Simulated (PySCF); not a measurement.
Mapped SMILES: `[CH3:1][C:2]([CH3:3])([CH3:4])[C:5](=[O:6])[Cl:7]` (H(Xn): hydrogen on atom n).

How the numbers were obtained: geometry: GFN2-xTB, GIAO PBE0/pcSseg-1 shieldings, in PySCF 2.14 (relativity neglected, a single conformation, gas phase, equivalent nuclei averaged).

References, each an isolated molecule treated in the same way: $^{13}$C (186.93 ppm), $^{1}$H (31.72 ppm) vs TMS; $^{17}$O (336.08 ppm) against H2O; HCl for $^{35}$Cl (949.78 ppm).

| atoms | nucleus | count | Hirshfeld charge | δ (ppm) |
| --- | --- | --- | --- | --- |
| O6 | $^{17}$O | 1 | -0.19 | 589.3 |
| C5 | $^{13}$C | 1 | 0.19 | ? |
| C1/C3/C4 | $^{13}$C | 3 | -0.12 | 29.3 |
| C2 | $^{13}$C | 1 | 0.02 | 49.6 |
| H(C1)/H(C3)/H(C4) | $^{1}$H | 9 | 0.04 | ? |
| Cl7 | $^{35}$Cl | 1 | -0.04 | 407 |

Fill in the missing shifts.

Answers


- C5: 191.3 ppm, carbonyl carbon
- H(C1)/H(C3)/H(C4): 1.32 ppm, hydrogen on a methyl carbon

Carbons that carry Cl, above all several Cl atoms, come out too deshielded, partly because spin–orbit coupling is missing. Shifts are as computed. Against solution values, carbons near 30 ppm lie about +3 ppm off and those near 130 ppm about +5 ppm; carbons on Cl a further +6 ppm. Of 1211 compounds with measured shifts, 218 miss one by over three times the rms of a fit or turn the order of signals round; such compounds aren't used in these exercises. Unscaled 17O shifts of doubly bonded oxygen tend to come out too high, by tens of ppm or more. Experimental scales use liquid or dissolved standards, which lie at an offset from isolated H2O (liquid H2O: subtract about 36 ppm).
